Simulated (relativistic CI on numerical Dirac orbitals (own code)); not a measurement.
## Electric-dipole transitions in Pb XV

Computed by Dirac-Coulomb-Breit CI, KLI orbitals optimised for each configuration, QED by a radiative potential, unscaled Slater integrals (own radial code, finite nucleus).

CI space (outside the closed core [Kr] 4d10): 4f¹⁴5s²5p⁶, 4f¹⁴5s²5p⁵5d, 4f¹⁴5s5p⁶5d, 4f¹⁴5s²5p⁵5f, 4f¹⁴5s²5p⁵5g, 4f¹⁴5s5p⁶5f, 4f¹⁴5s²5p⁵6s, 4f¹³5s²5p⁶5d, 4f¹⁴5s²5p⁵6p, 4f¹⁴5s5p⁶5g, 4f¹⁴5s²5p⁵6d, 4f¹⁴5s5p⁶6s, 4f¹³5s²5p⁶6s, 4f¹⁴5s²5p⁵7s, 4f¹⁴5s5p⁶6p, 4f¹³5s²5p⁶5f, 4f¹³5s²5p⁶6p, 4f¹⁴5s²5p⁵6f, 4f¹⁴5p⁶5d², 4f¹⁴5p⁵5d³, 4f¹⁴5p⁵5d²5f, 4f¹⁴5p⁵5d²5g, 4f¹⁴5p⁵5d²6s, 4f¹⁴5p⁶5f², 4f¹⁴5p⁵5d5f², 4f¹⁴5p⁵5f³, 4f¹⁴5p⁵5f²5g, 4f¹⁴5p⁵5f²6s. Double excitations out of closed p, d and f shells are left out; levels of such configurations are missing from the list, as are those of other unlisted configurations, and high levels can miss mixing partners. These lack a partner that the ground configuration has and come out too high: 4f¹³5s²5p⁶5d, 4f¹⁴5s²5p⁵6p, 4f¹⁴5s²5p⁵6d, 4f¹³5s²5p⁶6s, 4f¹⁴5s²5p⁵7s.

| λ vac (Å) | Lower | Upper | A (s⁻¹) | E lower (cm⁻¹) | E upper (cm⁻¹) |
| --- | --- | --- | --- | --- | --- |
| 118.70 | 4f¹⁴5s²5p⁶ ¹S0 [1] | 4f¹⁴5s²5p⁵5d ¹P°1 [13] | 8.75e+11 | 0 | 842434 |
| 137.40 | 4f¹⁴5s²5p⁵5d ³P°0 [2] | 4f¹⁴5s²5p⁵5f ³D1 [42] | 1.60e+11 | 520820 | 1248598 |
| 139.48 | 4f¹⁴5s²5p⁵5d ³P°1 [3] | 4f¹⁴5s²5p⁵5f ³F2 [44] | 1.33e+11 | 534263 | 1251225 |
| 139.99 | 4f¹⁴5s²5p⁵5d ³P°1 [3] | 4f¹⁴5s²5p⁵5f ³D1 [42] | 2.45e+11 | 534263 | 1248598 |
| 143.23 | 4f¹⁴5s²5p⁵5d ³D°2 [5] | 4f¹⁴5s²5p⁵5f ³F2 [44] | 1.59e+11 | 553068 | 1251225 |
| 143.97 | 4f¹³5s²5p⁶5d ³H°4 [28] | 4f¹³5s²5p⁶5f ³I5 [133] | 2.43e+11 | 1214179 | 1908745 |
| 144.36 | 4f¹³5s²5p⁶5d ³H°5 [19] | 4f¹³5s²5p⁶5f ³I6 [108] | 2.91e+11 | 1176504 | 1869215 |
| 144.81 | 4f¹³5s²5p⁶5d ³G°4 [24] | 4f¹³5s²5p⁶5f ³H5 [116] | 1.98e+11 | 1188103 | 1878668 |
| 145.06 | 4f¹⁴5s²5p⁵5d ¹D°2 [7] | 4f¹⁴5s²5p⁵5f ¹D2 [54] | 1.45e+11 | 578869 | 1268219 |
| 145.11 | 4f¹³5s²5p⁶5d ³G°3 [36] | 4f¹³5s²5p⁶5f ³H4 [141] | 2.02e+11 | 1230934 | 1920047 |
| 145.52 | 4f¹⁴5s²5p⁵5d ³F°2 [10] | 4f¹⁴5s²5p⁵5f ³G3 [58] | 2.72e+11 | 758158 | 1445353 |
| 145.97 | 4f¹⁴5s²5p⁵5d ³D°2 [5] | 4f¹⁴5s²5p⁵5f ¹F3 [38] | 1.63e+11 | 553068 | 1238138 |
| 146.62 | 4f¹⁴5s²5p⁵5d ³F°4 [6] | 4f¹⁴5s²5p⁵6p ³D3 [43] | 1.45e+11 | 568975 | 1250992 |
| 146.85 | 4f¹⁴5s²5p⁵5d ¹D°2 [7] | 4f¹⁴5s5p⁶5d ³D3 [50] | 1.67e+11 | 578869 | 1259844 |
| 147.29 | 4f¹⁴5s²5p⁵5d ³F°3 [4] | 4f¹⁴5s²5p⁵5f ³G4 [34] | 2.60e+11 | 548605 | 1227515 |
| 150.54 | 4f¹³5s²5p⁶5d ³H°6 [26] | 4f¹³5s²5p⁶5f ³I7 [113] | 2.82e+11 | 1208376 | 1872663 |
| 150.64 | 4f¹⁴5s²5p⁵5d ³D°3 [8] | 4f¹⁴5s²5p⁵6p ³P2 [52] | 1.28e+11 | 599140 | 1262962 |
| 150.80 | 4f¹³5s²5p⁶5d ³H°5 [46] | 4f¹³5s²5p⁶5f ³I6 [137] | 2.79e+11 | 1251667 | 1914795 |
| 150.83 | 4f¹³5s²5p⁶5d ³D°3 [29] | 4f¹³5s²5p⁶5f ¹G4 [122] | 1.52e+11 | 1221309 | 1884324 |
| 151.07 | 4f¹⁴5s²5p⁵5d ³D°2 [11] | 4f¹⁴5s²5p⁵5f ³D3 [60] | 3.00e+11 | 795573 | 1457539 |
| 151.35 | 4f¹⁴5s²5p⁵5d ³D°3 [8] | 4f¹⁴5s5p⁶5d ³D3 [50] | 1.32e+11 | 599140 | 1259844 |
| 151.38 | 4f¹³5s²5p⁶5d ³F°4 [31] | 4f¹³5s²5p⁶5f ³G5 [120] | 1.55e+11 | 1222511 | 1883109 |
| 151.43 | 4f¹³5s²5p⁶5d ³G°4 [53] | 4f¹³5s²5p⁶5f ³H5 [146] | 2.27e+11 | 1263837 | 1924230 |
| 151.54 | 4f¹³5s²5p⁶5d ³G°5 [32] | 4f¹³5s²5p⁶5f ³H6 [121] | 2.22e+11 | 1223995 | 1883881 |
| 152.29 | 4f¹⁴5s²5p⁵5d ³F°4 [6] | 4f¹⁴5s²5p⁵5f ³G5 [33] | 2.64e+11 | 568975 | 1225616 |
| 153.18 | 4f¹⁴5s²5p⁶ ¹S0 [1] | 4f¹⁴5s²5p⁵5d ³D°1 [9] | 2.02e+11 | 0 | 652812 |
| 153.53 | 4f¹⁴5s²5p⁵5d ³F°3 [12] | 4f¹⁴5s²5p⁵5f ³G4 [59] | 2.62e+11 | 803333 | 1454657 |
| 154.65 | 4f¹⁴5s²5p⁵5d ³D°3 [8] | 4f¹⁴5s²5p⁵5f ³F4 [40] | 2.38e+11 | 599140 | 1245782 |
| 157.57 | 4f¹⁴5s²5p⁵5d ³F°3 [4] | 4f¹⁴5s²5p⁵6p ³D2 [22] | 1.10e+11 | 548605 | 1183257 |
| 161.02 | 4f¹⁴5s²5p⁵5d ¹P°1 [13] | 4f¹⁴5s²5p⁵5f ³F2 [61] | 1.86e+11 | 842434 | 1463485 |
| 162.49 | 4f¹⁴5s²5p⁵5d ³D°1 [9] | 4f¹⁴5s²5p⁵5f ¹D2 [54] | 1.80e+11 | 652812 | 1268219 |
| 164.01 | 4f¹⁴5s²5p⁵5d ³F°4 [6] | 4f¹⁴5s5p⁶5d ³D3 [21] | 6.82e+10 | 568975 | 1178690 |
| 214.85 | 4f¹⁴5s²5p⁵5f ³D3 [60] | 4f¹⁴5s²5p⁵5g ³F°4 [143] | 1.93e+11 | 1457539 | 1922982 |
| 215.85 | 4f¹⁴5s²5p⁵5f ³G3 [58] | 4f¹⁴5s²5p⁵5g ³H°4 [132] | 1.46e+11 | 1445353 | 1908643 |
| 217.42 | 4f¹⁴5s²5p⁵5f ³F2 [61] | 4f¹⁴5s²5p⁵5g ³G°3 [144] | 1.67e+11 | 1463485 | 1923419 |
| 217.64 | 4f¹⁴5s²5p⁵5f ³G4 [34] | 4f¹⁴5s²5p⁵5g ³H°5 [81] | 1.41e+11 | 1227515 | 1686987 |
| 218.39 | 4f¹⁴5s²5p⁵5f ³G5 [33] | 4f¹⁴5s²5p⁵5g ³H°6 [79] | 1.46e+11 | 1225616 | 1683523 |
| 218.56 | 4f¹⁴5s²5p⁵5f ¹F3 [38] | 4f¹⁴5s²5p⁵5g ¹G°4 [83] | 1.33e+11 | 1238138 | 1695670 |
| 219.67 | 4f¹⁴5s²5p⁵5f ³G4 [59] | 4f¹⁴5s²5p⁵5g ³H°5 [135] | 1.46e+11 | 1454657 | 1909883 |
| 221.97 | 4f¹⁴5s²5p⁵5f ³F4 [40] | 4f¹⁴5s²5p⁵5g ³G°5 [85] | 1.35e+11 | 1245782 | 1696287 |
| 328.19 | 4f¹⁴5s²5p⁵6p ³D2 [22] | 4f¹⁴5s²5p⁵6d ³F°3 [66] | 4.51e+10 | 1183257 | 1487960 |
| 353.62 | 4f¹⁴5s²5p⁵6d ³F°3 [66] | 4f¹⁴5s²5p⁵6f ³G4 [94] | 5.70e+10 | 1487960 | 1770752 |
| 367.54 | 4f¹⁴5s²5p⁵6d ³F°4 [68] | 4f¹⁴5s²5p⁵6f ³G5 [95] | 5.66e+10 | 1499510 | 1771588 |
| 402.39 | 4f¹⁴5s²5p⁵6p ³D3 [43] | 4f¹⁴5s²5p⁵6d ³F°4 [68] | 3.07e+10 | 1250992 | 1499510 |
| 451.98 | 4f¹⁴5s²5p⁵6s ³P°2 [14] | 4f¹⁴5s²5p⁵6p ³D3 [43] | 1.38e+10 | 1029741 | 1250992 |

Terms are leading LS components. Brackets give the number of a level in order of energy, since labels repeat. The list gives strong lines, with weight on those to low levels, without lines whose two gauges differ by over a factor of 2.5, among the lowest 168 of 3315 levels, so that lines to higher ones, which can be the strongest, are missing. Levels whose partners in the same complex of configurations lie outside the list can be far off, and so can their lines. Rates are taken at the computed energies, electric ones in the length gauge.

At this charge energies of transitions that change n are usually good to better than 1 %, and those within a shell (Δn = 0) to a few per cent. Levels and lines within the n = 5 or 6 shells can be off by up to 10 % or somewhat more, and those that change n by about 2 %, since core polarisation is missing.

LS names give the leading component of a level, which can be under half, so a name can repeat, a term be missing and a line seem to break the LS rules.
